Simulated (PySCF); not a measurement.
Vertical excitations of a molecule C4H12Ge from TDA-B3LYP/def2-SVPD in PySCF, as energy in eV (oscillator strength): 6.73 (0.043), 7.63 (0.391), 7.71 (0.005), 7.71 (0.005), 7.96 (0.153), 8.21 (0.060). Lowest triplet (TDA): 6.54 eV. Geometry optimised at B3LYP-D3(BJ)/def2-SVP. Other conformers were not sampled.

Q: Which molecule gave these data?
A) C[CH2][GeH2][CH2]C
B) [CH3][Ge]([CH3])([CH3])[CH3]
C) [CH3][GeH2][CH](C)C
D) C[C](C)(C)[GeH3]

A: D, C[C](C)(C)[GeH3]
